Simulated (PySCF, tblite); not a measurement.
Compound: C2H5F3P2Si.
Z-matrix (Å and degrees, GFN2-xTB geometry), rows numbered from 1:
```
F 
C   1  1.3410
F   2  1.3452  1  106.46
F   2  1.3431  1  106.46  3  -113.11
P   2  1.8829  1  110.57  3   121.09
P   5  2.0316  2   94.70  1   150.71
C   6  1.8387  5  100.22  2   176.89
Si  7  1.9220  6  111.73  5   -87.68
H   7  1.0904  6  107.75  5   152.75
H   7  1.0886  6  111.05  5    34.59
H   8  1.4629  7  108.63  6   -54.04
H   8  1.4630  7  106.82  6  -173.95
H   8  1.4623  7  107.45  6    66.25
```

Level of theory: CAM-B3LYP/def2-SVPD in PySCF (dipole) on a GFN2-xTB geometry, gas phase.

Take the most abundant isotopes and a rigid rotor. The values belong to one conformer with, in the numbering `[F:1][C:2]([F:3])([F:4])/[P:5]=[P:6]/[CH2:7][SiH3:8]`, P5–P6–C7–Si8 -88°.

(1) What are A, B and C (MHz)?

(2) What kind of rotor is it?

(3) Is it planar, by Δ = Ic − Ia − Ib?

(4) Predict some low-J microwave lines.

(5) Estimate the classical rotational partition function at 10 K, 50 K and 200 K.

Answers

(1) Ia = 180.07, Ib = 922.16, Ic = 948.22 u·Å²; 505379 MHz·u·Å²/I gives A = 2807, B = 548.0, C = 533.0 MHz.

(2) A near-prolate asymmetric top; Ray's κ = -0.987.

(3) Not planar: Δ = Ic − Ia − Ib = -154.01 u·Å². For a rigid frame Δ = −2 Σ m c², so Σ m c² = 77.01 u·Å² lies off the ab plane: 6.04 from hydrogen and 70.96 from heavier atoms. The atom farthest from that plane is 1.75 Å away.

(4) The dipole components are |μa| = 3.68 D, |μb| = 0.44 D, |μc| = 0.92 D. Intensities carry the squares of the components, which stand as 1.00 : 0.01 : 0.06 (a : b : c). Some lines, for components of 0.1 D or more:

| type | branch | J(Ka,Kc) | MHz | lower level (cm⁻¹) |
| --- | --- | --- | --- | --- |
| a | R | 2(1,2) ← 1(1,1) | 2147 | 0.111 |
| c | Q | 3(1,3) ← 3(0,3) | 2221 | 0.216 |
| a | R | 5(3,2) ← 4(3,1) | 5405 | 1.041 |
| b | Q | 3(2,1) ← 3(1,2) | 6753 | 0.293 |
| b | Q | 2(2,1) ← 2(1,2) | 6821 | 0.183 |
| b | R | 4(2,3) ← 3(1,2) | 11077 | 0.293 |
| c | Q | 5(3,3) ← 5(2,3) | 11328 | 0.843 |
| b | Q | 4(3,1) ← 4(2,2) | 11329 | 0.663 |
| c | Q | 4(4,1) ← 4(3,1) | 15862 | 1.041 |
| c | R | 4(4,0) ← 3(3,0) | 20186 | 0.897 |
| b | R | 5(4,2) ← 4(3,1) | 21267 | 1.041 |
| c | R | 5(4,2) ← 4(3,2) | 21267 | 1.041 |

(5) Point group C1, symmetry number σ = 1; q = (√π/σ)·√((kT/h)³/(ABC)), k/h = 20836.6 MHz/K: 5890 at 10 K, 65800 at 50 K, 527000 at 200 K.

Its lowest GFN2-xTB frequency is 15 cm⁻¹, too small to tell a flat minimum from a shallow saddle. These are rigid-rotor constants of the computed structure; measured ground-state constants (B0) also hold zero-point vibration. A rigid rotor knows nothing of internal rotation, which can split or shift real lines.

The run took 58 s of wall time on one thread of an AMD EPYC 7R43, on a shared host, and the process peaked at 1.0 GiB of memory. This is the CAM-B3LYP/def2-SVPD job that gave the dipole, with the excitations it also computed.
